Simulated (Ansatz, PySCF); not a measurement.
Gas-phase reaction in SMILES: [CH2]/C=C/Cl -> [CH2-]/C=C/Cl (an electron is taken up)

Wanted: adiabatic electron affinity (0 K, with zero-point energies), in eV. Positive where the reaction releases energy. Terms: non-relativistic; open shells spin-unrestricted; dispersion terms only where a functional's name holds one; spin-orbit terms left out. Ab initio and DFT rows: single points at B3LYP-D3(BJ) geometries (Ansatz, an electronic-structure program), with unscaled harmonic terms from B3LYP/6-31G* (Ansatz) at its own minima. Anions need diffuse functions, which STO-3G, LANL2DZ, def2-SVP, cc-pVDZ and Pople sets without + lack.

```json
[
 {"species": "[CH2]/C=C/Cl", "coefficient": "+1", "E at BP86/def2-SVP (PySCF), Eh": "-576.67030", "E at PBE0/def2-TZVPD (Ansatz), Eh": "-576.62394", "zero-point energy, kcal/mol": "36.26"},
 {"species": "[CH2-]/C=C/Cl", "coefficient": "-1", "E at BP86/def2-SVP (PySCF), Eh": "-576.68437", "E at PBE0/def2-TZVPD (Ansatz), Eh": "-576.64526", "zero-point energy, kcal/mol": "35.00"}
]
```

 1 Eh = 27.2114 eV and 1 eV = 23.0605 kcal/mol.

Question: Work the quantity out at each level.

Answer: 
- BP86/def2-SVP: the sum of coefficient times E is 0.01407 Eh, or 0.383 eV; the thermal terms add 0.055. Result: 0.44 eV.
- PBE0/def2-TZVPD: the sum of coefficient times E is 0.02132 Eh, or 0.580 eV; the thermal terms add 0.055. Result: 0.63 eV.
